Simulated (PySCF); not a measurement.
Polarisability and C₆ of Sc²⁺ (scandium, charge +2)

[Ar] 3d1, 2D determinant. Computed with PySCF 2.14 in aug-cc-pVQZ-DK (9s8p6d4f3g2h, 140 functions), with scalar relativity by spin-free X2C-1e. Coupled (time-dependent) response in atomic units; α is the mean over directions.

```tsv
method	mean α (bohr³)	α xx, yy, zz	C₆ (like pair)	S(−4)
PBE	5.206	6.174, 6.174, 3.270	15.12	34.42
```

S(−4) is the Cauchy moment in α(ω) = α(0) + S(−4) ω² + …

α(iu) at PBE:

| u (hartree) | α(iu) (bohr³) |
| --- | --- |
| 0 | 5.206 |
| 0.0500 | 5.123 |
| 0.100 | 4.909 |
| 0.200 | 4.351 |
| 0.300 | 3.862 |
| 0.500 | 3.170 |
| 0.750 | 2.577 |
| 1.00 | 2.126 |
| 1.50 | 1.479 |
| 2.00 | 1.061 |
| 3.00 | 0.6025 |
| 5.00 | 0.2639 |

A single London oscillator, α(iu) = α/(1 + u²/ω²), gives C₆ = (3/4) ω α². Matching the computed C₆ needs ω = 4 × 15.12 / (3 × 5.206²) = 0.744 hartree.

For an ion, C₆ is the dispersion term alone; charge-induced terms of lower order in 1/R come first.

The components differ because the open shell of this determinant is not spherical; for a pure term their mean is the scalar polarisability.
